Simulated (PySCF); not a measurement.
H₃Si, SMILES [SiH3+], charge +1. Atoms are numbered in the order given.

```xyz
4

Si     0.0000     0.0000     0.0000
H      1.4722     0.0000     0.0000
H     -0.7361     1.2750     0.0000
H     -0.7361    -1.2750     0.0000
```
Charge +1, spin multiplicity 1.

The structure is a stationary point at PBE0-D3(BJ)/def2-TZVPD.

Two levels are set side by side: PBE/pcSseg-2 (PySCF) and KT2/pcSseg-2 (PySCF). GIAO shifts against TMS (²⁹Si), TMS (¹H) at the same level; non-relativistic, no solvent, atoms listed together averaged. Differences are taken from unrounded values.

```
quantity                     KT2    PBE  PBE minus KT2
-------------------------  -----  -----  -------------
δ(²⁹Si) of Si1 (ppm)       362.2  377.4           15.2
δ(¹H) of H2, H3, H4 (ppm)   8.67   8.70           0.03
```

Rough cost on one machine, each run with all the roots and properties that it gave: KT2 against PBE within a factor of 2.
